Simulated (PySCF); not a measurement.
From one molecule to another.

First species: C6H11OP.
InChI=1S/C6H11OP/c1-5-8(4,7)6(2)3/h5H,1-2H2,3-4H3/t8-/m0/s1

Second species: C4H7Cl.
InChI=1S/C4H7Cl/c5-3-4-1-2-4/h4H,1-3H2

Levels: PBE0/pcSseg-1 for dipole moment, HOMO energy, LUMO energy and HOMO–LUMO gap; GFN2-xTB for rotational constant A and rotational constant C. Geometries: GFN2-xTB. Each structure is a single optimised conformer of the isolated species, non-relativistic unless stated. Electronic properties by PySCF.

The conformers computed, where there is a choice (atom-mapped SMILES and torsion angles):
- `[CH2:1]=[CH:2][P@:3]([CH3:4])(=[O:5])[C:6](=[CH2:7])[CH3:8]`: C1–C2–P3–C4 125°, C2–P3–C6–C7 -58°
- `[Cl:1][CH2:2][CH:3]1[CH2:4][CH2:5]1`: Cl1–C2–C3–C4 151°

```csv
property,column X,column Y
dipole moment,2.24 D,3.45 D
HOMO energy,-8.18 eV,-7.55 eV
LUMO energy,0.94 eV,-0.73 eV
HOMO–LUMO gap,9.12 eV,6.82 eV
rotational constant A,11.781 GHz,2.176 GHz
rotational constant C,1.901 GHz,1.313 GHz
```

(1) Which column belongs to which species?

(2) How does each property change from the first species to the second?

## Answers

(1) Column X is the second species and column Y the first. The first has 19 atoms and 70 electrons, the second 12 and 48.

(2) dipole moment -1.21 D; HOMO energy -0.63 eV; LUMO energy +1.67 eV; HOMO–LUMO gap +2.30 eV; rotational constant A +9.605 GHz; rotational constant C +0.588 GHz.

On the first: The dipole matches unit charges of opposite sign 0.72 Å apart (1 e·Å = 4.8032 D).

On the second: The dipole equals about 7.5 × 10⁻³⁰ C·m (1 D = 3.33564 × 10⁻³⁰ C·m).
